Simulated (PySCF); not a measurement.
Computed IR spectrum (relative IR intensity) of a molecule C5H7FO. Coordinates come from a PBE-D3(BJ)/def2-SVP optimisation. One conformer was computed; it need not be the lowest. Calculation: PBE-D3(BJ)/def2-SVP in PySCF. Harmonic, unscaled wavenumbers; measured fundamentals usually lie a few per cent lower.

ν (cm⁻¹): 496 (vw), 693 (w), 711 (vw), 846 (w), 877 (w), 985 (s), 1016 (w), 1101 (w), 1126 (w), 1142 (vs), 1157 (vw), 1214 (vw), 1255 (w), 1306 (w), 1338 (w), 1347 (vw), 1414 (vw), 1418 (w), 1756 (m), 2969 (m), 2972 (m), 2992 (w), 3039 (m), 3061 (w), 3068 (w), 3139 (w) (against the strongest line: vs over 80 %, s over 45 %, m over 15 %, w over 4 %, vw less)

Problem. Pick the molecule that these values belong to.
A. C=CC1(F)COC1
B. C[C@H]1CO/C1=C\F
C. C#C[C@@](C)(F)CO
D. C=C(F)C(=C)OC

Solution. B, C[C@H]1CO/C1=C\F
